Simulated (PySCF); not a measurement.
A structure optimised at PBE0-D3(BJ)/def2-SVP, used in a PySCF frequency run:

```
Hf
O 1 1.8484
H 2 0.9667 1 167.36
Cl 1 2.2785 2 108.11 3 -58.24
Cl 1 2.2785 2 108.11 3 58.24
```
Charge +1, spin multiplicity 1.

Question: Write its SMILES, formula and point group.

Answer: [OH][Hf+]([Cl])[Cl], Cl2HHfO, Cs

Question: What are its rotational constants (standard atomic weights)?

Answer: 3.0739, 1.8767, 1.3445 GHz
